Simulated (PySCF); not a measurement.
C₈H₁₀Si₂, SMILES [SiH2]([SiH2]c1ccccc1)C#C (GFN2-xTB optimised geometry):

```
20

C     -6.038    -1.150     2.629
C     -4.980    -0.593     2.495
Si    -3.347     0.243     2.255
Si    -2.652    -0.005     0.058
C     -0.765    -0.007     0.000
C     -0.052     1.187     0.006
C      1.330     1.198     0.006
C      2.031     0.003     0.004
C      1.339    -1.197     0.000
C     -0.044    -1.197     0.000
H     -6.965    -1.632     2.751
H     -2.437    -0.364     3.240
H     -3.554     1.643     2.657
H     -3.110    -1.255    -0.565
H     -3.111     1.093    -0.808
H     -0.592     2.125     0.006
H      1.864     2.138     0.008
H      3.111     0.007     0.003
H      1.880    -2.133    -0.003
H     -0.577    -2.138    -0.005
```

Computed with CAM-B3LYP/def2-SVP run with PySCF.

Task: What are the frontier orbital energies and the dipole moment?

Result: HOMO-2 -9.23 eV, HOMO-1 -8.63 eV, HOMO -8.38 eV, LUMO 0.48 eV, LUMO+1 0.76 eV; dipole moment 0.78 D.

Meta-Löwdin charges at CAM-B3LYP/def2-SVP: C1 -0.15, C2 -0.27, Si3 0.41, Si4 0.40, C5 -0.21, C6 -0.10, C7 -0.10, C8 -0.10, C9 -0.10, C10 -0.09, H11 0.16, H12 -0.08, H13 -0.09, H14 -0.09, H15 -0.09, H16 0.10, H17 0.10, H18 0.10, H19 0.10, H20 0.10.
